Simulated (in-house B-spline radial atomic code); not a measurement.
Configurations of neutral barium, with energies counted from [Xe] 6s2. Method: Dirac-Hartree-Fock, average of configuration, Fermi nucleus of rms radius 4.8378 fm. Calculated with an all-electron radial atomic-structure program (B-spline basis). Energies include first-order Breit, QED and recoil terms.

Occupations are held fixed; configurations that lie above the ionisation limit could autoionise.

| configuration | E - E(ref) (eV) | highest orbital | its <r> (bohr) |
| --- | --- | --- | --- |
| [Xe] 6s1 (9p1/2)1 | 3.7904 | 9p1/2 | 41.19 |
| [Kr] 4d10 5s2 (5p1/2)1 (5p3/2)4 6s2 (6d5/2)1 | 22.95 | 6d5/2 | 12.6 |
| [Kr] 4d10 5s1 5p6 6s2 (6d5/2)1 | 40.428 | 6d5/2 | 12.53 |
| [Kr] 4d10 5s1 5p6 6s2 (7g7/2)1 | 41.493 | 7g7/2 | 63.47 |
| [Kr] (4d3/2)4 (4d5/2)5 5s2 5p6 6s2 (6g7/2)1 | 97.646 | 6g7/2 | 43.98 |
| [Kr] (4d3/2)3 (4d5/2)6 5s2 5p6 6s2 (6f5/2)1 | 100.13 | 6f5/2 | 29.94 |
| [Kr] (4d3/2)3 (4d5/2)6 5s2 5p6 6s2 10s1 | 100.2 | 10s1/2 | 49.28 |

Order these further configurations by energy, lowest first.
A. [Kr] (4d3/2)3 (4d5/2)6 5s2 5p6 6s2 (8f7/2)1
B. [Kr] (4d3/2)3 (4d5/2)6 5s2 5p6 6s2 (7p1/2)1
C. [Kr] 4d10 5s2 (5p1/2)1 (5p3/2)4 6s2 (7d5/2)1
D. [Kr] (4d3/2)3 (4d5/2)6 5s2 5p6 6s2 (7f5/2)1
E. [Kr] 4d10 5s2 (5p1/2)1 (5p3/2)4 6s2 (7f7/2)1

C (23.522 eV), E (24.005 eV), B (99.206 eV), D (100.27 eV), A (100.34 eV).

How far above the reference does [Ar] 3d10 4s2 (4p1/2)2 (4p3/2)3 4d10 5s2 5p6 6s2 (7f7/2)1 lie?

197.57 eV; its least bound orbital is 7f7/2 with <r> = 48.19 bohr.

How far above the reference does [Kr] (4d3/2)4 (4d5/2)5 5s2 5p6 6s2 (10p3/2)1 lie?

97.67 eV; its least bound orbital is 10p3/2 with <r> = 56.88 bohr.
